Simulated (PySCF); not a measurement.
Isomers of C4H12Si2, mass 116.048 u with the commonest isotopes. The calculation used PBE0-D3(BJ)/def2-SVP geometry optimisation, gas phase (PySCF 2.14.0). One conformer each, none proved a minimum here; rigid rotors.

Question: Order these by rotational constant A, largest first.
A. `[CH2:1]=[CH:2][SiH2:3][CH2:4][CH2:5][SiH3:6]` with C1–C2–Si3–C4 -114°, C2–Si3–C4–C5 180°, Si3–C4–C5–Si6 -179°
B. `[SiH3:1][CH2:2][C@@H:3]1[CH2:4][CH2:5][SiH2:6]1` with Si1–C2–C3–C4 175°, C2–C3–C4–C5 -152°, C3–C4–C5–Si6 24°, C4–C5–Si6–C3 -20°, C2–C3–Si6–C5 141°
C. `[CH3:1][Si@@H:2]1[CH2:3][CH2:4][CH2:5][SiH2:6]1` with C1–Si2–C3–C4 -147°, Si2–C3–C4–C5 52°, C3–C4–C5–Si6 -52°, C4–C5–Si6–Si2 27°

Answer: A (7745 MHz), B (4746 MHz), C (3102 MHz).

Question: Order these by rotational constant C, largest first.
A. `[SiH3:1][CH2:2][C@@H:3]1[CH2:4][CH2:5][SiH2:6]1` with Si1–C2–C3–C4 175°, C2–C3–C4–C5 -152°, C3–C4–C5–Si6 24°, C4–C5–Si6–C3 -20°, C2–C3–Si6–C5 141°
B. `[CH2:1]=[CH:2][SiH2:3][CH2:4][CH2:5][SiH3:6]` with C1–C2–Si3–C4 -114°, C2–Si3–C4–C5 180°, Si3–C4–C5–Si6 -179°
C. `[CH3:1][Si@@H:2]1[CH2:3][CH2:4][CH2:5][SiH2:6]1` with C1–Si2–C3–C4 -147°, Si2–C3–C4–C5 52°, C3–C4–C5–Si6 -52°, C4–C5–Si6–Si2 27°

Answer: C (1324 MHz), A (1036 MHz), B (667.3 MHz).

Question: Order these by rotational constant B, largest first.
A. `[CH2:1]=[CH:2][SiH2:3][CH2:4][CH2:5][SiH3:6]` with C1–C2–Si3–C4 -114°, C2–Si3–C4–C5 180°, Si3–C4–C5–Si6 -179°
B. `[CH3:1][Si@@H:2]1[CH2:3][CH2:4][CH2:5][SiH2:6]1` with C1–Si2–C3–C4 -147°, Si2–C3–C4–C5 52°, C3–C4–C5–Si6 -52°, C4–C5–Si6–Si2 27°
C. `[SiH3:1][CH2:2][C@@H:3]1[CH2:4][CH2:5][SiH2:6]1` with Si1–C2–C3–C4 175°, C2–C3–C4–C5 -152°, C3–C4–C5–Si6 24°, C4–C5–Si6–C3 -20°, C2–C3–Si6–C5 141°

Answer: B (1833 MHz), C (1218 MHz), A (692.2 MHz).

```
                 SMILES  point group  Ia (u·Å²)  Ib (u·Å²)  Ic (u·Å²)      κ  μa (D)  μb (D)  μc (D)
      C=C[SiH2]CC[SiH3]           C1      65.25     730.12     757.34  -0.99    0.68    0.34    0.05
    C[Si@@H]1CCC[SiH2]1           C1     162.92     275.71     381.72  -0.43    0.23    0.79    0.67
[SiH3]C[C@@H]1CC[SiH2]1           C1     106.50     415.08     487.67  -0.90    0.67    0.83    0.04
```
